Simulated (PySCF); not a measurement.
Molfile (atoms numbered from 1):
```
C8H15FO2Si
     RDKit          3D

 27 27  0  0  0  0  0  0  0  0999 V2000
    2.4082    0.4181    1.7755 O   0  0  0  0  0  0  0  0  0  0  0  0
    2.3322    0.2117    0.5906 C   0  0  0  0  0  0  0  0  0  0  0  0
    3.4789   -0.2677   -0.2650 C   0  0  0  0  0  0  0  0  0  0  0  0
    4.8247    0.1401    0.2785 C   0  0  0  0  0  0  0  0  0  0  0  0
    4.9894    1.4951    0.1418 F   0  0  0  0  0  0  0  0  0  0  0  0
    1.1954    0.3438   -0.0915 O   0  0  0  0  0  0  0  0  0  0  0  0
   -0.2499    0.7611    0.7552 Si  0  0  0  0  0  4  0  0  0  0  0  0
   -1.5571    0.7664   -0.5919 C   0  0  0  0  0  0  0  0  0  0  0  0
   -2.9810    0.9287   -0.0357 C   0  0  0  0  0  0  0  0  0  0  0  0
   -3.3922   -0.4900    0.3873 C   0  0  0  0  0  0  0  0  0  0  0  0
   -2.5648   -1.4518   -0.4968 C   0  0  0  0  0  0  0  0  0  0  0  0
   -1.6546   -0.5610   -1.3602 C   0  0  0  0  0  0  0  0  0  0  0  0
    3.3437    0.0881   -1.2965 H   0  0  0  0  0  0  0  0  0  0  0  0
    3.4101   -1.3690   -0.2973 H   0  0  0  0  0  0  0  0  0  0  0  0
    4.8940   -0.1160    1.3481 H   0  0  0  0  0  0  0  0  0  0  0  0
    5.6341   -0.3679   -0.2713 H   0  0  0  0  0  0  0  0  0  0  0  0
   -0.4906   -0.2688    1.8047 H   0  0  0  0  0  0  0  0  0  0  0  0
   -0.0958    2.1116    1.3623 H   0  0  0  0  0  0  0  0  0  0  0  0
   -1.2857    1.6012   -1.2614 H   0  0  0  0  0  0  0  0  0  0  0  0
   -3.6392    1.2894   -0.8443 H   0  0  0  0  0  0  0  0  0  0  0  0
   -3.0661    1.6608    0.7844 H   0  0  0  0  0  0  0  0  0  0  0  0
   -4.4760   -0.6465    0.2831 H   0  0  0  0  0  0  0  0  0  0  0  0
   -3.1575   -0.6533    1.4505 H   0  0  0  0  0  0  0  0  0  0  0  0
   -1.9653   -2.1304    0.1297 H   0  0  0  0  0  0  0  0  0  0  0  0
   -3.2019   -2.0946   -1.1221 H   0  0  0  0  0  0  0  0  0  0  0  0
   -2.1302   -0.3700   -2.3369 H   0  0  0  0  0  0  0  0  0  0  0  0
   -0.6751   -1.0177   -1.5694 H   0  0  0  0  0  0  0  0  0  0  0  0
  1  2  2  0
  2  3  1  0
  3  4  1  0
  4  5  1  0
  2  6  1  0
  6  7  1  0
  7  8  1  0
  8  9  1  0
  9 10  1  0
 10 11  1  0
 11 12  1  0
 12  8  1  0
  3 13  1  0
  3 14  1  0
  4 15  1  0
  4 16  1  0
  7 17  1  0
  7 18  1  0
  8 19  1  0
  9 20  1  0
  9 21  1  0
 10 22  1  0
 10 23  1  0
 11 24  1  0
 11 25  1  0
 12 26  1  0
 12 27  1  0
M  END
```

Geometry: PBE0-D3(BJ)/def2-SVP; GIAO shifts from PySCF, gas phase, non-relativistic, averaged over equivalent atoms.

At KT2/pcSseg-1 (286 basis functions):
```tsv
atoms	δ (ppm)
O1	420.7
O6	214.9
C2	166.2
C4	80.4
C3	37.2
C9/C12	30.4
C8	27.0
C10/C11	25.7
F5	-257.1
Si7	-16.9
H17/H18	5.01
H15/H16	4.79
H13/H14	2.42
H21/H27	1.98
H22/H25	1.75
H19	1.70
H20/H26	1.70
H23/H24	1.61
```

δ = σ(ref) − σ, references computed at the same level: 17O (330.66 ppm) vs H2O; 13C (183.22 ppm) and 29Si (361.05 ppm) and 1H (31.18 ppm) vs TMS; 19F (138.57 ppm) against CFCl3.

Q: Predict the values at PBE0/pcSseg-1 on the same geometry.

A: 
| atoms | δ at PBE0/pcSseg-1 | change |
| --- | --- | --- |
| O1 | 449.6 | +28.9 |
| O6 | 213.5 | -1.4 |
| C2 | 177.5 | +11.3 |
| C4 | 79.4 | -1.0 |
| C3 | 37.8 | +0.6 |
| C9/C12 | 29.1 | -1.3 |
| C8 | 24.8 | -2.2 |
| C10/C11 | 24.7 | -1.0 |
| F5 | -236.9 | +20.2 |
| Si7 | -13.8 | +3.1 |
| H17/H18 | 4.87 | -0.14 |
| H15/H16 | 4.72 | -0.07 |
| H13/H14 | 2.38 | -0.04 |
| H21/H27 | 1.80 | -0.18 |
| H22/H25 | 1.67 | -0.08 |
| H19 | 1.45 | -0.25 |
| H20/H26 | 1.67 | -0.03 |
| H23/H24 | 1.54 | -0.07 |

References, each an isolated molecule treated in the same way: 17O (334.56 ppm) vs H2O; 13C (184.41 ppm), 29Si (351.99 ppm), 1H (31.27 ppm) against TMS; 19F (177.25 ppm) vs CFCl3.

The largest change is at O1 (carbonyl oxygen). Cost: 286 basis functions. The order of the carbon signals is the same at both levels.

Unscaled 19F shifts against computed CFCl3 carry errors that often reach 10 to 50 ppm. Unscaled 17O shifts of doubly bonded oxygen tend to come out too high, by tens of ppm or more. Experimental scales use liquid or dissolved standards, which lie at an offset from isolated H2O (liquid H2O: subtract about 36 ppm).
